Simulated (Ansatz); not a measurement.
Species: CMoO, charge 0, multiplicity 5. The spin state was set by rule; other spins were not relaxed. 
Geometry from a B3LYP-D3(BJ)/def2-TZVP (Ansatz, a program for electronic structure) optimisation:
```xyz
3

Mo     0.0000     0.0000    -0.6493
O      0.0000     0.0000     2.4460
C      0.0000     0.0000     1.2835
```
Charge 0, spin multiplicity 5.

Wanted: atomisation energy (electronic, to ground-state atoms), in eV. Cores are frozen in the correlated levels unless marked. Open shells are spin-unrestricted. No spin-orbit coupling. Frozen are the shells of the preceding noble gas and the d and f shells that filled before the atom's block. In def2 rows, elements after Kr have scalar-relativistic effective core potentials. The coupled-cluster limit lacks core correlation, which all-electron functionals hold. Basis-set limits of correlation are two-point, X^-3; Hartree-Fock from the larger set.

```csv
level,program,atomisation energy (eV),minus last row
HF/def2-TZVPP,Ansatz,5.96,-5.47
HF/def2-QZVPP,Ansatz,6.00,-5.43
PBE-D3(BJ)/def2-TZVPD,Ansatz + dftd3,12.79,1.36
BLYP/def2-TZVPD,Ansatz,12.42,0.99
B3LYP-D4/def2-TZVPD,Ansatz + dftd4,11.88,0.45
CAM-B3LYP-D4/def2-TZVPD,Ansatz + dftd4,11.74,0.31
B2GP-PLYP-D3(BJ)/def2-TZVPD,Ansatz + dftd3,11.42,-0.01
B2PLYP-D4/def2-TZVPD,Ansatz + dftd4,11.66,0.23
SCS-MP2/def2-TZVPP,Ansatz,11.11,-0.32
"CCSD(T)/CBS(def2-TZVPP,def2-QZVPP)",Ansatz,11.43,0.00
```

The UHF reference is spin-contaminated (<S^2> 0.64 over the pure value in the largest basis). The T1 diagnostic of CCSD in the largest basis is 0.062, which is high, so the coupled-cluster rows are less sure than usual.
